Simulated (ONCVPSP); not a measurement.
## barium, ONCV: configuration errors across variants

* Element: barium
* Generator: ONCVPSP 4.0.1
* Type: optimised norm-conserving Vanderbilt (ONCV)
* Functional: LDA (Perdew-Wang 92)
* Relativity: scalar-relativistic
* Frozen core: [Xe]
* Valence charge: 2
* Reference configuration: 6s1.5 6p0.5
* Partial waves: 6s: rc 3.70 bohr, ncon 3, nbas 7, qcut 1.7 1/bohr, local; 6p: rc 3.70 bohr, ncon 3, nbas 8, qcut 2.1 1/bohr, 2 projectors, debl 3.3 Ha; d scattering state at 0.08 Ha: rc 3.75 bohr, ncon 4, nbas 7, qcut 2.3 1/bohr, 2 projectors, debl 3.3 Ha
* Local potential: the s channel
* Core correction: Teter function, fcfact 5, rcfact 1.6

In the d channel the program set the typed energies aside and used -0.094, 3.206 Ha.

All-electron excitation energies from the reference (eV): (1) 6s2 6p0 -1.046; (2) 6s1 6p0 4.493; (3) 6s1.5 6p0 1.163; (4) 5d0.5 6s1.5 6p0 -0.402.

2 further variants failed, have other tests or too few solved ones, and are left out.

Errors AE − PS in meV (a dash: test not solved or not reliable):

```csv
change,(1),(2),(3),(4),bound ghosts,GHOST(+) flags above zero
base,-2.7,-47,-8.7,+1.9,none,"p, d"
core correction none,+3.7,+17,+0.2,+76,none,"p, d"
p: rc 4.3,-2.8,-46,-8.3,+1.2,none,d
s: qcut 1.2; p: qcut 1.5; d: qcut 1.7,-3.3,-46,-8.7,+7.9,none,p
```

(1) Give the same row for: p: ncon 5, nbas 10.

Answers

(1) -1.8, -47, -8.3, +3.8; bound ghosts: none; GHOST(+) flags above zero: d.
